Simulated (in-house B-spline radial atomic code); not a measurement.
Values are calculated unless marked as measured or tabulated.
## Softness against transferability: the 4s channel of Mn

Mn, [Ar] 3d5 4s2, non-relativistic PBE, spherical and spin-unpolarised, from an all-electron radial atomic-structure program (B-spline basis) (atomic units). The all-electron 4s level is ε = -0.184815 hartree, its outermost node lies just inside 1.07 bohr and its outer maximum at 2.55 bohr.

Troullier-Martins pseudo-orbitals are made for several radii. The cutoffs (hartree) are the plane-wave energies beyond which the orbital holds less than the named kinetic energy per electron. The phase error is the difference, pseudo minus all-electron, of arctan(R P'/P) at R = 3.87 bohr for all radii, half a hartree below and above the level.

| r_c (bohr) | V_l(0) (hartree) | cutoff for 10 mEh | for 1 mEh | for 0.1 mEh | phase error at ε − 0.5 (mrad) | at ε + 0.5 (mrad) |
| --- | --- | --- | --- | --- | --- | --- |
| 1.91 | -0.45 | 2.25 | 9.16 | 20.7 | -0.2 | -12.2 |
| 2.22 | 1.52 | 2.25 | 5.78 | 10.4 | -0.2 | -7.4 |
| 2.55 | 1.19 | 2.16 | 5.51 | 9.68 | -0.2 | -9.4 |
| 2.88 | 0.62 | 1.84 | 3.48 | 8.16 | -0.4 | -19.2 |
| 3.21 | 0.23 | 1.48 | 2.78 | 6.77 | -1.0 | -40.0 |
| 3.57 | -0.02 | 0.583 | 2.33 | 5.38 | -2.1 | -80.6 |

(1) Which radius needs the lowest cutoff for 0.1 mEh while both phase errors stay within 19.3 mrad?

(2) What does the larger radius buy, and what does it cost?

## Answers

(1) The radii within that limit are 1.91, 2.22, 2.55, 2.88 bohr; of these r_c = 2.88 needs the least, 8.16 hartree, that is 16.3 Ry or 222 eV.

(2) From r_c = 1.91 to 3.57 bohr the cutoff for 1 mEh goes from 9.16 to 2.33 hartree, a factor of 3.93, against 3.49 for a pure 1/r_c² scaling, end to end; step by step it is 9.16, 5.78, 5.51, 3.48, 2.78, 2.33, and for 0.1 mEh 20.7, 10.4, 9.68, 8.16, 6.77, 5.38; the number of plane waves goes as the cutoff to the power 3/2, here a factor of 7.8. The larger of the two phase errors is least at r_c = 2.22 bohr, 7.4 mrad; it is 12.2 at the smallest radius and 80.6 at the largest. These errors test the reference atom alone. The smallest radius lies well inside the outer maximum, where the nodeless form must bend sharply to keep the norm, so it is both harder and scatters less well than the next. Large radii also let the cores of neighbours overlap, which an atom doesn't show.
